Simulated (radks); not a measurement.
Polarisability of the platinum ion Pt3+, [Xe] 4f14 5d7, at imaginary frequency. All-electron calculation, scalar-relativistic Kohn-Sham, PBE, spin-unpolarised, spherical densities, finite nucleus; Fermi nuclear charge, rms radius 5.427 fm. Program: a radial shooting solver on a logarithmic mesh with Libxc functionals. Response by self-consistent Sternheimer equations with the Hartree and adiabatic LDA kernel, the relativistic mass of each level held fixed and spin-orbit coupling left out.

w (hartree)  alpha1(iw) (bohr^3)
0.00266                    6.546
0.0143                     6.544
0.0360                     6.535
0.0697                     6.505
0.118                      6.433
0.186                      6.277
0.280                      5.986
0.413                      5.499
0.605                      4.791
0.892                      3.885
1.35                       2.854
2.12                       1.820
3.59                      0.9479
6.94                      0.3752
17.5                     0.09534

Static values: alpha1 = 6.546 bohr^3 (0.9700 angstrom^3; uncoupled 10.15). C6 = 37.89, triple-dipole C9 = 170.1 atomic units. One-pole (London) frequency 4 C6 / (3 alpha1^2) = 1.179 hartree, against 1.425 for minus the highest occupied eigenvalue.
